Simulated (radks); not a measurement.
Spherical quantum dot in the effective-mass picture: electrons in a hard-walled sphere of radius 1.39, all in effective atomic units (hartree* = m*/eps^2 hartree, bohr* = eps/m* bohr), one dielectric constant everywhere. Calculated with a radial shooting solver with Libxc functionals: non-relativistic Kohn-Sham, r2SCAN, spin-polarised, spherical densities, generalised Kohn-Sham scheme. Levels are named by radial order and angular momentum (1s, 1p, 1d, 2s, ...), and open shells are averaged over m. Results are scaled to m* = 0.383 and eps = 10.2, for which hartree* = 100.2 meV and bohr* = 1.409 nm.

N = 8, configuration 1s2 1p6. This is the lowest configuration that the search found. Occupied and some empty levels:

level  occupation  eigenvalue (meV)  <r> (nm)
1s              2            1038.3     1.073
1p              6            1265.1     1.212
1d              0            1581.6     1.302
2s              0            1838.9    0.9483
1f              0            1976.3     1.367

Energy (meV): total 6466.03, kinetic 3726.7, external 0, Hartree 3454.4, exchange-correlation -715.13.
